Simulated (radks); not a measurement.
Question: The mean radii <r> (bohr) of the occupied orbitals of an atom or ion are listed with their occupations. Calculated with a radial shooting solver on a logarithmic mesh with Libxc functionals: Dirac Kohn-Sham, exchange-only B88, spin-unpolarised, spherical densities, point nucleus.

| orbital | occ. | <r> |
|---|---|---|
| 1s1/2 | 2 | 0.04408 |
| 2s1/2 | 2 | 0.1957 |
| 2p1/2 | 2 | 0.1685 |
| 2p3/2 | 4 | 0.1723 |
| 3s1/2 | 2 | 0.5738 |
| 3p1/2 | 2 | 0.5820 |
| 3p3/2 | 4 | 0.5926 |
| 3d3/2 | 4 | 0.6247 |
| 3d5/2 | 6 | 0.6289 |
| 4s1/2 | 2 | 1.644 |
| 4p1/2 | 1 | 1.875 |

Name the element and its charge. Open shells, if any, fill j = l - 1/2 first.

Answer: Z = 34, selenium, charge +3: Se3+ in [Ar] 3d10 4s2 4p1. The 1s radius gives Z: for a bare nucleus <r> = (2 gamma + 1)/(2Z) with gamma = sqrt(1 - (Z/c)^2), 0.0432 bohr for Z = 34, and screening makes it slightly larger (0.04408 here). The occupations add up to 31, and the charge is Z minus that.
